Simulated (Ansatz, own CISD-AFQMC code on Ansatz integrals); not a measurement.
H4OSi2, SMILES `O=[SiH][SiH3]` (charge 0, multiplicity 1).

Z-matrix (Å, degrees):
```
Si
H 1 1.4765
H 1 1.4826 2 110.84
H 1 1.4827 2 110.69 3 -120.78
Si 1 2.3549 2 109.87 4 -119.30
O 5 1.5253 1 123.62 2 7.02
H 5 1.4920 6 121.93 1 -179.62
```
Charge 0, multiplicity 1.

Frozen-core correlation energies in cc-pVDZ at a geometry from B3LYP-D3(BJ)/def2-TZVP, on an HF energy of -655.02329 Ha (<S^2> = 0.00). Wave-function levels are from Ansatz, the walk from an own CISD-AFQMC code on Ansatz integrals (time step 0.005/Ha, trial state from CCSD amplitudes, largest double 0.08).

| level | correlation energy (mHa) |
|---|---|
| MP2 | -388.5 |
| CCSD | -423.4 |
| CCSD(T) | -437.3 |

**Question.** What correlation energy does phaseless AFQMC give, and where does it lie among these levels?

**Answer.** -439.9 ± 0.4 mHa (one standard error). AFQMC minus each level: MP2 -51.4 mHa, CCSD -16.5 mHa, CCSD(T) -2.6 mHa.
